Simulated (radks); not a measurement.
Task: All-electron atom: Os64+ in [Ne] 3s2 (the NIST ground configuration). Calculated with a radial shooting solver on a logarithmic mesh with Libxc functionals: scalar-relativistic Kohn-Sham, r2SCAN, spin-polarised, spherical densities, finite nucleus; meta-GGA in the generalised Kohn-Sham scheme; Fermi nuclear charge, rms radius 5.4126 fm. Some entries of the table are withheld. Estimate them.

orbital  occ.  eigenvalue (eV)  <r> (bohr)  <r^2> (bohr^2)
1s          2              (1)     0.01772       0.0004329
2s          2        -18160.19     0.07383        0.006439
2p          6              (2)     0.06610        0.005319
3s          2        -7437.730      0.1774         0.03587
3p          0        -6954.974         (3)         0.03508
4s          0        -3950.845      0.3256             (4)

Result: 
(1) 1s eigenvalue (eV): -79491.60
(2) 2p eigenvalue (eV): -16533.51
(3) 3p <r> (bohr): 0.1743
(4) 4s <r^2> (bohr^2): 0.1197
